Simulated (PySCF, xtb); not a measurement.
B(H)2(OMe) (CH₅BO), SMILES BOC.

Harmonic wavenumbers (cm⁻¹) from GFN2-xTB run with xtb 6.7.1 at its own minimum, in rising order: 134, 389, 478, 892, 919, 993, 1134, 1144, 1186, 1356, 1419, 1469, 1474, 2523, 2640, 2948, 2964, 2976.

What does PBE0-D3(BJ)/def2-TZVP run with PySCF give at its own minimum? (The exact figures need the calculation; the answer reports its results.)

146, 404, 442, 955, 1029, 1041, 1186, 1189, 1235, 1402, 1488, 1490, 1506, 2541, 2650, 3041, 3124, 3132. Paired by order, the mean absolute difference is 58 cm⁻¹ and the zero-point energies are 38.7 and 40.0 kcal/mol.
